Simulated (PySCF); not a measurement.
Working out the ionisation energy of Xe⁺

Xe⁺ [Kr] 4d10 5s2 5p5 (2P) → Xe²⁺ [Kr] 4d10 5s2 5p4 (3P). All numbers are calculated (PySCF 2.14, scalar relativity by spin-free X2C-1e, in x2c-TZVPPall). Frozen: [Kr] 4d10. Energies in hartree (1 hartree = 27.21139 eV):

```
            part   Xe⁺ (lower)  Xe²⁺ (upper)
             UHF  -7443.041000  -7442.302343
CCSD correlation     -0.121751     -0.096651
             (T)     -0.002955     -0.002045
```

**Question.** What does Hartree-Fock give?

**Answer.** (-7442.302343) − (-7443.041000) = 0.738657 hartree = 20.100 eV.

**Question.** What do CCSD and CCSD(T) give?

**Answer.** The CCSD correlation energies differ by 0.025100 hartree = 0.683 eV and the triples by 0.000910 hartree = 0.025 eV, so CCSD gives 20.783 eV and CCSD(T) 20.808 eV.

Reference: 20.975 eV (semi-empirical (NIST evaluation); NIST Atomic Spectra Database, ionization energies), between the lowest levels; spin-orbit coupling is absent from the calculation.

What remains against the reference includes basis incompleteness, the frozen core and higher excitations.
